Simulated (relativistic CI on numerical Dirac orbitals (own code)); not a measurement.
# Au2+: N6,7 absorption edge

Computed with this model: Dirac-Coulomb-Breit CI, orbitals from a KLI potential per configuration, QED by a radiative potential, valence Slater integrals scaled by 0.8, multiplet model of core-to-valence dipole absorption; configurations [Xe] 4f14 5d9 → [Xe] 4f13 5d10; 300 K; Lorentzian 0.3 eV and Gaussian 0.3 eV FWHM. Energies are those of the free ion, without screening or charge transfer. The branching ratio is the share of the lower-energy edge in the whole absorption, uncertain by about 0.02 where the edges overlap. S is read from ⟨S²⟩ = S(S + 1).

Field parameters in Wybourne normalisation: Oh B⁴₀ = 21Dq, B⁴₄ = √(5/14) B⁴₀. The field is a parameter set, without covalency.

free ion: ground-state S = 0.50, centroid 79.59 eV, branching ratio 0.956. Peaks (eV, height): 79.4 (100).

Oh, 10Dq = 5500 cm⁻¹: ground-state S = 0.50, centroid 79.93 eV, branching ratio 0.920. Peaks (eV, height): 79.6 (100), 83.3 (9).

Oh, 10Dq = 12450 cm⁻¹: ground-state S = 0.50, centroid 80.60 eV, branching ratio 0.842. Peaks (eV, height): 80.0 (100), 83.7 (19).

Oh, 10Dq = 19400 cm⁻¹: ground-state S = 0.50, centroid 81.26 eV, branching ratio 0.782. Peaks (eV, height): 80.5 (100), 84.1 (28).

Oh, 10Dq = 26350 cm⁻¹: ground-state S = 0.50, centroid 81.89 eV, branching ratio 0.741. Peaks (eV, height): 80.9 (100), 84.6 (36).

Oh, 10Dq = 33300 cm⁻¹: ground-state S = 0.50, centroid 82.49 eV, branching ratio 0.712. Peaks (eV, height): 81.4 (100), 85.1 (41).

Strongest unbroadened transitions for Oh, 10Dq = 5500 cm⁻¹:

```json
{"Energy (eV)": "79.64", "Relative strength": "100.0"}
{"Energy (eV)": "83.29", "Relative strength": "8.7"}
```
